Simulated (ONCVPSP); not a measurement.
Pseudopotential generation for rhenium (Re): ONCV, Wu-Cohen, non-relativistic.

rhenium (Re), optimised norm-conserving Vanderbilt (ONCV), made with ONCVPSP 4.0.1 (Wu-Cohen, non-relativistic). Core [Kr] 4d10, reference 4f14 5s2 5p6 5d5 6s1.5 (charge +0.5). Waves: 5s+6s: rc 2.05 bohr, ncon 4, nbas 8, qcut 7.7 1/bohr, 2 projectors; 5p: rc 1.30 bohr, ncon 4, nbas 8, qcut 5.2 1/bohr, 2 projectors, debl 1.1 Ha; 5d: rc 2.10 bohr, ncon 4, nbas 9, qcut 8.1 1/bohr, 2 projectors, debl 3.8 Ha; 4f: rc 0.85 bohr, ncon 4, nbas 9, qcut 21.4 1/bohr, 1 projector. Local part: polynomial inside 0.65 bohr (lpopt 2, dvloc0 0 Ha). Core correction: none.

In the p channel the program set the typed energies aside and used -1.755, 0.250 Ha.

Poles of the logarithmic derivatives, all-electron (AE) and pseudo (PS). s: poles at -2.5, 3.4 (AE) and -2.5, 3.4 (PS) Ha. p: poles at 1.7 (AE) and 1.7 (PS) Ha. d: poles at 0.3 (AE) and 0.3 (PS) Ha. f: poles at -0.3 (AE) and -0.3 (PS) Ha. Test radii: s 2.08, p 1.32, d 2.13, f 0.86 bohr.

* Cutoffs needed: 192 Ha and 208 Ha (the cutoffs (Ha) at which the residual kinetic energy of the hardest occupied pseudo-wave falls to 1 and 0.1 mHa per electron)
* Ghost test: ghosts flagged at negative energy: s at -227.1 eV; GHOST(+) flagged for p at 149.2 eV; a true bound ghost makes a file unfit for plane-wave use
* Largest excitation error: -378 meV (all-electron minus pseudo) for 4f13 5s2 5p6 5d6 6s1, out of 4 test configurations
